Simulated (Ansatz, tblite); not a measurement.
Cost and result up the ladder for In6P7H20⁺, a cluster cut from zinc blende InP (hydrogen-capped) (33 atoms). Charge 1, multiplicity 1. Geometry: PBE-D4/def2-SVP.

```xyz
33

P     3.7076   -0.4445    0.0550
P    -3.8510   -1.5572    1.0780
P     0.4027   -1.3616   -2.0437
P     0.0402   -1.3877    1.8473
P     1.6854    2.4287    1.7418
P    -1.7424    1.4632   -0.4030
P     1.9649    2.3422   -2.1453
In   -1.9073   -3.2397    1.7003
In    1.6951   -2.1809    0.0863
In    3.5284    2.1524   -0.0691
In   -4.0118    0.1260   -0.9559
In   -0.3597    1.1047   -2.5074
In   -0.6207    1.0942    1.8781
H     4.6872   -0.8474   -0.9082
H     4.4845   -0.7096    1.2275
H    -4.2597   -0.8729    2.2682
H    -5.0117   -2.3880    0.9450
H     0.9650   -1.9415   -3.2239
H    -0.8212   -2.1028   -2.0132
H     0.7413   -1.5900    3.0810
H     2.3557    2.3158    3.0018
H     1.4076    3.8317    1.8065
H    -2.0437    2.8642   -0.4350
H     2.7865    2.1920   -3.3081
H     1.7008    3.7417   -2.2876
H    -1.4936   -3.9947    0.1873
H    -2.1405   -3.8490    3.2975
H     2.3277   -3.7832   -0.0069
H     4.9713    3.0913   -0.0228
H    -3.4860   -0.8082   -2.3274
H    -5.3156    1.2290   -0.7102
H    -0.9223    1.4129   -4.1089
H    -1.4647    1.6692    3.2752
```

Ansatz on 2 threads of AMD EPYC 7R13 on a shared host and a share (18 GiB) of an NVIDIA H100 80GB HBM3; xTB runs through tblite on one thread. Times are rough, summed over both states, and most runs start from the orbitals of an earlier one. ωB97M-V/def2-TZVP serves as the yardstick here, not as an exact answer. The other state is a doublet.

In the def2 sets In takes a core potential; there is no spin–orbit coupling. The xTB rows come from tblite. Single mean-field runs in def2-TZVP are fitted with def2-universal-jkfit.

Run but left out: PBE-D4/def2-TZVP (charge +2 doublet: an occupied level 0.02 eV above an empty one).

Raw xTB energies of ions are shifted by several eV.

```json
{"level": "GFN2-xTB", "functions": "137", "vertical IE (eV)": "14.86", "difference from ωB97M-V/def2-TZVP (eV)": "3.43"}
{"level": "GFN1-xTB", "functions": "157", "vertical IE (eV)": "13.98", "difference from ωB97M-V/def2-TZVP (eV)": "2.55"}
{"level": "ωB97M-V/def2-TZVP", "functions": "679", "vertical IE (eV)": "11.43", "difference from ωB97M-V/def2-TZVP (eV)": "0.00"}
{"level": "PBE0-D4/def2-TZVP (with forces)", "functions": "679", "vertical IE (eV)": "11.07", "difference from ωB97M-V/def2-TZVP (eV)": "-0.36"}
```

Task: Estimate how long each takes.

Result: GFN2-xTB 0.3 s; GFN1-xTB 0.39 s; PBE0-D4/def2-TZVP (with forces) 47 s; ωB97M-V/def2-TZVP 69 s. On shared hardware such times vary by a factor of up to 3.
